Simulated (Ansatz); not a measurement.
Cartesian coordinates (Å):
```xyz
7

C     -0.8350    -0.0424    -0.0572
Si     1.0086     0.1167     0.0531
O      1.8216     1.3796    -0.1861
H     -1.0994    -0.7998    -0.8008
H     -1.2371    -0.3826     0.9015
H     -1.2990     0.9051    -0.3267
H      1.6403    -1.1765     0.4162
```
Charge 0, multiplicity 1.

The numbers are results of frozen-core CCSD(T)/cc-pVQZ // B3LYP-D3(BJ)/def2-TZVP (Ansatz, a program for electronic structure), not measurements.

```json
{
 "HF energy": "-404.06630 Ha",
 "MP2 correlation energy": "-0.57461 Ha"
}
```

Q: Estimate the CCSD correlation energy, the (T) correction, the total energy and the T1 diagnostic.

A: 
```
Property                        Result
-----------------------  -------------
CCSD correlation energy    -0.58850 Ha
(T) correction             -0.02591 Ha
CCSD(T) total energy     -404.68071 Ha
T1 diagnostic                    0.017
```
